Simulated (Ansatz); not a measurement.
This triplet is an excited state, 0.70 eV above the relaxed singlet at the level frozen-core CCSD(T)/aug-cc-pVTZ // PBE-D3(BJ)/def2-SVPD (Ansatz, a program for electronic structure).

All values below come from frozen-core CCSD(T)/aug-cc-pVTZ // PBE-D3(BJ)/def2-SVPD run with Ansatz.

Ansatz 0.2 input:
```yaml
crystal:
  periodic: [false, false, false]
  atoms:
    - { symbol: B, position_ang: [-0.099464, 0.442117, 0.0] }
    - { symbol: F, position_ang: [1.202574, -0.165605, -0.000004] }
    - { symbol: H, position_ang: [-1.103112, -0.276512, 0.000004] }
basis:
  gaussian: { orbitals: aug-cc-pVTZ }
correlation:
  method: ccsd_t
total_charge: -1
magnetization:
  spin_polarized: true
  initial_magnetization: 2
```

Output:

```
Functional definition: HF
689 factors; integrals over basis functions are off by at most 1.1e-3 eV
mean field evaluation 1: about -3386.4839 eV, gradient 3.4e1 eV
mean field evaluation 2: about -3386.5075 eV, gradient 3.4e1 eV
mean field evaluation 4: about -3392.4792 eV, gradient 4.3e0 eV
mean field evaluation 8: about -3392.8335 eV, gradient 1.4e-1 eV
mean field evaluation 16: about -3392.8291 eV, gradient 9.6e-5 eV
mean field evaluation 32: about -3393.1757 eV, gradient 1.2e-5 eV
mean field evaluation 64: about -3392.8291 eV, gradient 9.4e-4 eV
mean field evaluation 96: about -3392.8290 eV, gradient 5.3e-2 eV
mean field evaluation 128: about -3393.1475 eV, gradient 5.7e-1 eV
mean field evaluation 160: about -3392.8368 eV, gradient 2.1e0 eV
mean field evaluation 192: about -3392.7937 eV, gradient 2.0e0 eV
mean field evaluation 224: about -3392.8591 eV, gradient 4.6e-1 eV
mean field evaluation 256: about -3392.3917 eV, gradient 9.5e-4 eV
mean field evaluation 288: about -3390.6038 eV, gradient 3.7e-2 eV
mean field evaluation 320: about -3390.0184 eV, gradient 2.3e0 eV
mean field evaluation 352: about -3389.7975 eV, gradient 1.3e-4 eV
mean field evaluation 384: about -3389.5975 eV, gradient 5.7e-1 eV
mean field evaluation 416: about -3392.5753 eV, gradient 5.6e-1 eV
mean field evaluation 448: about -3392.6749 eV, gradient 1.1e0 eV
mean field evaluation 480: about -3391.2182 eV, gradient 2.5e0 eV
mean field evaluation 512: about -3391.5561 eV, gradient 3.3e0 eV
mean field evaluation 544: about -3390.0398 eV, gradient 4.8e0 eV
mean field evaluation 576: about -3389.7525 eV, gradient 1.4e-2 eV
mean field evaluation 608: about -3392.8271 eV, gradient 5.8e-2 eV
mean field evaluation 640: about -3392.4486 eV, gradient 8.7e-2 eV
mean field evaluation 672: about -3391.8256 eV, gradient 4.5e0 eV
mean field evaluation 704: about -3389.1008 eV, gradient 7.4e0 eV
mean field evaluation 736: about -3390.3809 eV, gradient 6.7e0 eV
mean field evaluation 768: about -3390.4468 eV, gradient 3.8e0 eV
mean field evaluation 800: about -3389.7975 eV, gradient 7.8e-4 eV
mean field evaluation 832: about -3392.8271 eV, gradient 5.8e-2 eV
mean field -3393.17567250 eV, -124.6969059873 hartree, gradient 1.4e-6 eV, S^2 2.003854; 22 other end points of the search recorded, 0 dependent functions left out
determinant -3393.17567250 eV, -124.6969059873 hartree, with singles and doubles -3403.12145326 eV, -125.0624066889 hartree
determinant -3392.82914374 eV, -124.6841712902 hartree, with singles and doubles -3402.43557256 eV, -125.0372010380 hartree
determinant -3392.48585979 eV, -124.6715558379 hartree, with singles and doubles -3402.11526268 eV, -125.0254298671 hartree
determinant -3392.39167246 eV, -124.6680945173 hartree, with singles and doubles -3401.98133870 eV, -125.0205082514 hartree
determinant -3391.62783393 eV, -124.6400239690 hartree, with singles and doubles -3401.53349731 eV, -125.0040503838 hartree
determinant -3390.60372888 eV, -124.6023888027 hartree, with singles and doubles -3400.30394339 eV, -124.9588651107 hartree
determinant -3390.32086320 eV, -124.5919936806 hartree, with singles and doubles -3400.11204935 eV, -124.9518131350 hartree
determinant -3389.98996168 eV, -124.5798332742 hartree, with singles and doubles -3399.81085454 eV, -124.9407444296 hartree
determinant -3389.79753685 eV, -124.5727617921 hartree, with singles and doubles -3399.10502540 eV, -124.9148056872 hartree
determinant -3389.75253420 eV, -124.5711079749 hartree, with singles and doubles -3399.46502690 eV, -124.9280354983 hartree
determinant -3393.17567250 eV, -124.6969059873 hartree, with singles and doubles -3403.06865812 eV, -125.0604665032 hartree
determinant -3392.82914374 eV, -124.6841712902 hartree, with singles and doubles -3402.37986446 eV, -125.0351538029 hartree
determinant -3392.48585979 eV, -124.6715558379 hartree, with singles and doubles -3402.06349006 eV, -125.0235272581 hartree
determinant -3392.39167246 eV, -124.6680945173 hartree, with singles and doubles -3401.92469784 eV, -125.0184267381 hartree
determinant -3391.62783393 eV, -124.6400239690 hartree, with singles and doubles -3401.47171498 eV, -125.0017799253 hartree
determinant -3390.60372888 eV, -124.6023888027 hartree, with singles and doubles -3400.24925695 eV, -124.9568554212 hartree
determinant -3390.32086320 eV, -124.5919936806 hartree, with singles and doubles -3400.06209417 eV, -124.9499773161 hartree
determinant -3389.98996168 eV, -124.5798332742 hartree, with singles and doubles -3399.76847686 eV, -124.9391870789 hartree
determinant -3389.79753685 eV, -124.5727617921 hartree, with singles and doubles -3399.59637612 eV, -124.9328624932 hartree
2 core orbitals not correlated
reference -3393.17567250 eV, -124.6969059873 hartree; 7, 5 occupied and 106, 108 virtual orbitals, 689 factors
second order -9.61541367 eV of doubles, -0.00000000 eV of singles
cycle   1  -9.89443621 eV  change   -1.5e-3 eV  update   1.6e-3
cycle   2  -9.89411720 eV  change    3.2e-4 eV  update   9.8e-4
cycle   3  -9.89401149 eV  change    1.1e-4 eV  update   8.1e-4
cycle   4  -9.89422591 eV  change   -2.1e-4 eV  update   2.3e-4
cycle   5  -9.89447465 eV  change   -2.5e-4 eV  update   1.1e-4
cycle   6  -9.89448239 eV  change   -7.7e-6 eV  update   4.6e-5
cycle   7  -9.89446735 eV  change    1.5e-5 eV  update   2.5e-5
cycle   8  -9.89445327 eV  change    1.4e-5 eV  update   1.0e-5
cycle   9  -9.89444144 eV  change    1.2e-5 eV  update   3.4e-6
perturbative correction -0.34363638 eV, -0.0126284040 hartree
Total energy: -3403.41375032 eV, -125.0731484075 hartree
```

Cost: very roughly 2.4 core-minutes.
